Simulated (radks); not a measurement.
All-electron atom: Tl LXII in [Ar] 3d2.

Calculated with a radial shooting solver on a logarithmic mesh with Libxc functionals: scalar-relativistic Kohn-Sham, SCAN, spin-polarised, spherical densities, finite nucleus; open shells are filled with parallel spins first (spin-orbit coupling, left out, can overturn this in heavy ions); meta-GGA in the generalised Kohn-Sham scheme; Fermi nuclear charge, rms radius 5.4759 fm.

Energy parts (eV):
| part | energy |
|---|---|
| total | -444941.59 |
| kinetic | 512475.74 |
| electron-nucleus | -1003439.55 |
| Hartree | 51804.36 |
| exchange-correlation | -5782.14 |

Orbitals (lengths in bohr, moments of r in powers of bohr):
orbital	occ.	eigenvalue (eV)	<r^4>	<1/r>
1s up	1	-90241.76	3.759e-07	99.40
1s down	1	-90241.29	3.758e-07	99.40
2s up	1	-19738.22	0.00005256	23.52
2s down	1	-19720.70	0.00005242	23.54
2p up	3	-17616.27	0.00004284	20.73
2p down	3	-17602.18	0.00004269	20.74
3s up	1	-7591.431	0.001524	9.256
3s down	1	-7572.674	0.001532	9.234
3p up	3	-6967.723	0.001586	8.455
3p down	3	-6948.656	0.001595	8.434
3d up	2	-6425.699	0.001082	7.947

The highest occupied level is 3d up at -6425.7 eV. The spin density at the nucleus is -66.5 e/bohr^3 (1s -16.6, 2s -273.0, 3s 223.1). The electron density at the nucleus is 2.71e+06 e/bohr^3 (large components only).

Empty levels of this run are not shown, since the potential may be unsettled where no density lies.
